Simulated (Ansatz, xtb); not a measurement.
# Two structures of BrH4NSiSn

We compare X, a singlet given by its coordinates, with Y, `[SiH3][NH][Sn][Br]`, a singlet. Both are isolated molecules in the gas phase, relaxed with r2SCAN-D4/def2-SVP; the shapes shown needn't be the lowest conformers.

X (Å):

```yaml
atoms:
  - { symbol: Br, position_ang: [-2.0591, 2.5338, -0.9475] }
  - { symbol: N, position_ang: [-0.7178, -0.2699, 0.3816] }
  - { symbol: Si, position_ang: [0.8723, 0.5137, -0.1372] }
  - { symbol: Sn, position_ang: [-0.7697, 1.9927, 1.2489] }
  - { symbol: H, position_ang: [-1.4555, -0.3385, -0.3222] }
  - { symbol: H, position_ang: [-0.7097, -1.1099, 0.9601] }
  - { symbol: H, position_ang: [1.0002, 0.3907, -1.6215] }
  - { symbol: H, position_ang: [1.9154, -0.3439, 0.5153] }
```

Close contacts (Å): Br1–Sn4 2.60, N2–Si3 1.85, N2–Sn4 2.42, Si3–Sn4 2.61, N2–H5 1.02, N2–H6 1.02, Si3–H7 1.49, Si3–H8 1.50.

Y (Å):

```xyz
8

Br   -0.0972   -1.4112    0.3990
N    -0.4647   -0.1287   -2.7015
Si    0.9608   -1.1079   -3.0226
Sn   -1.5676    0.1567   -0.9951
H     1.3056   -0.9054   -4.4650
H     2.1296   -0.6933   -2.1927
H     0.7110   -2.5612   -2.7941
H    -0.8045    0.3920   -3.5119
```

Task: Which of the two would you expect CCSD(T)/def2-SVP + ΔMP2/def2-TZVPP electronic energies to favour?

Result: Structure Y; the calculation gives E(Y) − E(X) = −0.515 eV.

Level by level:

```tsv
level	geometry	E(Y) − E(X) (eV)	departure from the last row (eV)	job, with rough time for the two
r2SCAN-D4/def2-SVP	r2SCAN-D4/def2-SVP	−0.267	+0.248	optimisation, 92 s
HF/def2-SVP	r2SCAN-D4/def2-SVP	−0.601	−0.086	part of the CCSD(T) run
MP2/def2-SVP	r2SCAN-D4/def2-SVP	−0.487	+0.029	part of the CCSD(T) run
CCSD(T)/def2-SVP	r2SCAN-D4/def2-SVP	−0.441	+0.074	single point
CCSD(T)/def2-SVP + ΔMP2/def2-TZVPP	r2SCAN-D4/def2-SVP	−0.515		single point, 59 s
```

None of the levels shown reverses the order. The largest departure from CCSD(T)/def2-SVP + ΔMP2/def2-TZVPP is that of r2SCAN-D4/def2-SVP, 0.248 eV. Levels run at GFN2-xTB geometries aren't shown. The last row adds to CCSD(T) the change of the MP2 difference between the two basis sets, here −0.074 eV.

With harmonic frequencies from r2SCAN-D4/def2-SVP (ideal gas, rigid rotor, one conformer each, 600 K, 1 atm): on the last row, ΔE + ΔZPE = −0.589, ΔH = −0.593, ΔG = −0.614 eV.

The correlated steps freeze 19 core orbitals; the filled d shell of Br and Sn is correlated, in a basis made for valence electrons. Atoms past krypton carry core potentials in the def2 sets and no spin–orbit term is included. Mirror images aren't counted in ΔG. Run with Ansatz 0.2.0; the last row on 2 threads of Arm Neoverse V1 on a shared host.
